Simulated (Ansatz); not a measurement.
A run for Ansatz (a first-principles code): R-CCSD(T)/def2-SVPD on HBr (SMILES Br) with ghost functions, monomers drawn apart or pushed together. The run froze 14 orbitals, filled d shells among them.

Ansatz 0.2 input:
```yaml
crystal:
  periodic: [false, false, false]
  atoms:
    - {symbol: Br, position_ang: [0.14186143, -0.29783442, 4.06692437]}
    - {symbol: H, position_ang: [0.21984327, -0.58054395, 2.66683155]}
basis:
  gaussian:
    orbitals: def2-SVPD
    ghost_atoms:
      - {symbol: Cl, position_ang: [0.53481538, -0.46597293, -0.22561594]}
      - {symbol: H, position_ang: [0.80026747, 0.78567606, -0.12357310]}
magnetization: {spin_polarized: false}
correlation: {method: ccsd_t, electrons: outside_noble_gas}
scf: {lower_state_search: off}
```

What total energy does the run end on?

-2572.8464 hartree (reference determinant -2572.6891, T1 diagnostic 0.007).
